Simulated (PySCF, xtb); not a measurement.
SiI4, SMILES I[Si](I)(I)I.

Harmonic wavenumbers (cm⁻¹) from GFN2-xTB run with xtb at its own minimum, in rising order: 53, 53, 82, 82, 82, 174, 439, 439, 440.

Question: What does r2SCAN-D4/def2-SVP in PySCF 2.14.0 give at its own minimum? (An estimate is asked for; the answer gives what the named calculation found.)

Answer: 59, 59, 93, 93, 93, 168, 404, 404, 404. Paired by order, the mean absolute difference is 17 cm⁻¹ and the zero-point energies are 2.6 and 2.5 kcal/mol.
